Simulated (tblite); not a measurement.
C4H4F3N.
Atom-mapped SMILES: `[F:1][C:2]([F:3])([F:4])[CH2:5][C@@H:6]1[CH:7]=[N:8]1` (hydrogens: H9, H10 on C5; H11 on C6; H12 on C7)

Computed with GFN2-xTB (tblite), gas phase: Langevin dynamics at 300 K from the optimised GFN2-xTB geometry, time step 0.5 fs, friction 0.01 fs⁻¹, 2000 steps. The instantaneous temperature is 2·E(kin)/(3Nk) with all 3N coordinates.

```
t (fs)  T (K)  E(pot) above start (eV)  F1–C2 (Å)  C2–F3 (Å)  C2–F4 (Å)  C2–C5 (Å)  C5–C6 (Å)  C5–H9 (Å)  F1–C2–C5–C6 (°)
     0    262                    0.000      1.341      1.344      1.341      1.517      1.516      1.092              180
    25    183                    0.325      1.382      1.334      1.303      1.535      1.502      1.167              177
    50    220                    0.235      1.320      1.323      1.381      1.536      1.529      1.098              169
    75    259                    0.257      1.345      1.295      1.358      1.511      1.533      1.039              164
   100    221                    0.290      1.369      1.363      1.302      1.538      1.501      1.114              167
   125    288                    0.249      1.328      1.360      1.385      1.519      1.508      1.168              160
   150    234                    0.266      1.314      1.338      1.383      1.486      1.538      1.112              161
   175    222                    0.370      1.375      1.390      1.322      1.526      1.494      1.063              162
   200    282                    0.354      1.402      1.346      1.304      1.533      1.487      1.093              145
   225    275                    0.526      1.272      1.332      1.371      1.548      1.544      1.102              147
   250    398                    0.413      1.324      1.366      1.311      1.548      1.531      1.090              152
   275    318                    0.502      1.371      1.298      1.350      1.557      1.474      1.065              140
   300    276                    0.433      1.327      1.341      1.398      1.576      1.475      1.099              141
   325    315                    0.432      1.324      1.366      1.321      1.532      1.488      1.114              143
   350    397                    0.396      1.326      1.350      1.367      1.536      1.506      1.088              144
   375    324                    0.533      1.378      1.348      1.335      1.595      1.483      1.062              146
   400    346                    0.473      1.361      1.287      1.310      1.563      1.497      1.085              139
   425    299                    0.294      1.337      1.346      1.334      1.562      1.463      1.140              147
   450    364                    0.315      1.344      1.359      1.331      1.565      1.476      1.150              159
   475    310                    0.370      1.342      1.367      1.329      1.509      1.568      1.102              158
   500    234                    0.396      1.318      1.378      1.375      1.526      1.550      1.059              172
   525    315                    0.243      1.357      1.317      1.390      1.518      1.540      1.094              180
   550    240                    0.325      1.314      1.346      1.339      1.490      1.492      1.106             -178
   575    205                    0.291      1.335      1.370      1.354      1.566      1.505      1.060             -173
   600    294                    0.269      1.347      1.330      1.313      1.568      1.520      1.109             -173
   625    211                    0.511      1.286      1.351      1.320      1.603      1.545      1.146             -175
   650    263                    0.475      1.362      1.311      1.330      1.576      1.489      1.121             -173
   675    284                    0.410      1.336      1.317      1.341      1.518      1.492      1.037              177
   700    340                    0.477      1.353      1.420      1.344      1.570      1.565      1.091              167
   725    386                    0.489      1.340      1.352      1.320      1.499      1.515      1.155              170
   750    331                    0.425      1.397      1.330      1.353      1.537      1.517      1.124              161
   775    374                    0.275      1.354      1.345      1.366      1.537      1.530      1.050              156
   800    276                    0.378      1.294      1.330      1.336      1.529      1.547      1.069              154
   825    294                    0.303      1.355      1.369      1.341      1.555      1.512      1.128              150
   850    301                    0.363      1.354      1.339      1.333      1.541      1.518      1.133              151
   875    191                    0.529      1.363      1.320      1.401      1.481      1.603      1.098              161
   900    263                    0.305      1.359      1.375      1.385      1.495      1.551      1.083              159
   925    307                    0.290      1.338      1.373      1.343      1.481      1.514      1.109              166
   950    340                    0.200      1.332      1.332      1.324      1.563      1.504      1.086             -178
   975    288                    0.414      1.346      1.325      1.354      1.614      1.568      1.077             -176
  1000    339                    0.313      1.355      1.318      1.302      1.510      1.531      1.107             -169
```

**Question.** From 500 fs on, how do temperature and potential energy compare with equipartition?

**Answer.** The mean temperature of these 21 frames is 289 K against the target 300 K, and the mean potential energy 0.37 eV against 30 × kT/2 = 0.39 eV for 30 classical harmonic modes. For 12 atoms in a canonical ensemble the temperature itself scatters by T·√(2/(3N)) = 71 K; here its standard deviation is 52 K. The whole run lasts only 10 friction times of 100 fs, so these averages carry a wide statistical error.

**Question.** What are the kinetic and total energies of the listed frame with the highest potential energy?

**Answer.** The one at 375 fs, 0.533 eV above the start. Its kinetic energy is 3NkT/2 = 0.503 eV at 324 K, so the sum is 1.04 eV; over the listed frames the sum runs from 0.41 to 1.09 eV, since the thermostat adds and removes energy.

**Question.** How much do the listed bonds fluctuate from 500 fs on?

**Answer.** 
```csv
bond,at the start (Å),mean (Å),standard deviation (Å)
F1–C2,1.341,1.343,0.024
C2–F3,1.344,1.345,0.027
C2–F4,1.341,1.346,0.025
C2–C5,1.517,1.537,0.037
C5–C6,1.516,1.529,0.028
C5–H9,1.092,1.097,0.031
```

The motion is classical and holds no zero-point motion.

The cost below is that of the whole dynamics run. Hardware: one thread of an Arm Neoverse V1, on a shared host. Cost: 9.5 s wall, 0.18 GiB resident at most.
